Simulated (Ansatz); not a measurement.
Ideal-gas functions of AlBGeH$_{4}$ (`[BH]1[AlH][GeH2]1`) at 500 K and 1 bar, from an Ansatz frequency run at PBE0-D4/def2-TZVP.

Molar mass 114.44 g/mol, point group Cs (symmetry number 1), electronic degeneracy 1, moments of inertia 32.481, 138.414, 170.895 u Å². Harmonic wavenumbers (cm⁻¹, unscaled): 238, 310, 322, 386, 420, 566, 619, 730, 744, 763, 1236, 1674, 1942, 2116, 2724.

Use S(trans) = R[1.5 ln M + 2.5 ln T − 1.1517]; rotational temperatures θ = 24.2544 K / I; S(rot) = R[ln(√π/σ · √(T³/θAθBθC)) + 1.5]; for each mode x = 1.438777 ν̃/T, S = R[x/(eˣ − 1) − ln(1 − e⁻ˣ)] and H = RT x/(eˣ − 1); 1 cm⁻¹ = 0.0119627 kJ/mol; R = 8.31446 J/(mol·K).

**Question.** By hand: the entropy, in J/(mol·K).

**Answer.** Translation 178.7. Rotation: θ = 0.7467, 0.1752, 0.1419 K, giving 111.3. Vibration, mode by mode: 11.62, 9.53, 9.24, 7.86, 7.23, 5.12, 4.53, 3.52, 3.41, 3.27, 1.11, 0.39, 0.21, 0.13, 0.03, in all 67.2. Electronic 0.0. Sum 357.2 J/(mol·K).

**Question.** By hand: H − E and G − E in kJ/mol, counted from the electronic energy.

**Answer.** Zero-point energy ½ × 14790 × 0.0119627 = 88.5; thermal vibration 19.9; translation, rotation and pV give 4 RT = 16.6. H − E = 125.0 kJ/mol, and G − E = 125.0 − 500 × 357.2/1000 = -53.6 kJ/mol.

Vibration gives 19 % of the entropy.
